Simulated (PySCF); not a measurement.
Geometries of 2 isomers of C5H5O3 (doublet state), from PBE0-D3(BJ)/def2-SVP geometry optimisation, gas phase in PySCF 2.14.0. One conformer each, no zero-point energy, no frequencies.

Question: Which isomer lies lower at this level?
A.
```xyz
13
angstrom
O      2.374   -1.083   -0.396
C      1.483   -0.280   -0.341
O      1.688    1.036   -0.230
C      0.002   -0.653   -0.321
C     -0.482   -0.825    1.088
O     -1.460    0.076    1.382
C     -1.735    0.756    0.235
C     -0.956    0.406   -0.794
H      2.649    1.161   -0.199
H     -0.056   -1.597   -0.900
H      0.011   -1.308    1.929
H     -2.540    1.486    0.310
H     -0.987    0.826   -1.797
```
B.
```xyz
13
angstrom
O      2.021   -1.595   -0.503
C      1.739   -0.484   -0.093
O      2.663    0.409    0.299
C      0.386   -0.018    0.010
C     -0.849   -0.762   -0.355
C     -1.892    0.258   -0.006
C     -1.269    1.345    0.460
O      0.095    1.215    0.482
H      3.516   -0.033    0.179
H     -0.949   -1.711    0.208
H     -0.859   -1.059   -1.423
H     -2.968    0.135   -0.114
H     -1.643    2.301    0.820
```

Answer: B. That is `O=C(O)[C]1CC=CO1` [radical], 13.2 kcal/mol below the other.

| SMILES | atoms numbered as above | E (Eh) | relative (kcal/mol) | relative (kJ/mol) | dipole (D) | ⟨S²⟩ |
| --- | --- | --- | --- | --- | --- | --- |
| O=C(O)[C]1CC=CO1 | [O:1]=[C:2]([OH:3])[C:4]1[CH2:5][CH:6]=[CH:7][O:8]1 | -418.40263 | 0.0 | 0.0 | 2.44 | 0.758 |
| O=C(O)[C@H]1[CH]OC=C1 | [O:1]=[C:2]([OH:3])[C@H:4]1[CH:5][O:6][CH:7]=[CH:8]1 | -418.38161 | 13.2 | 55.2 | 1.81 | 0.757 |
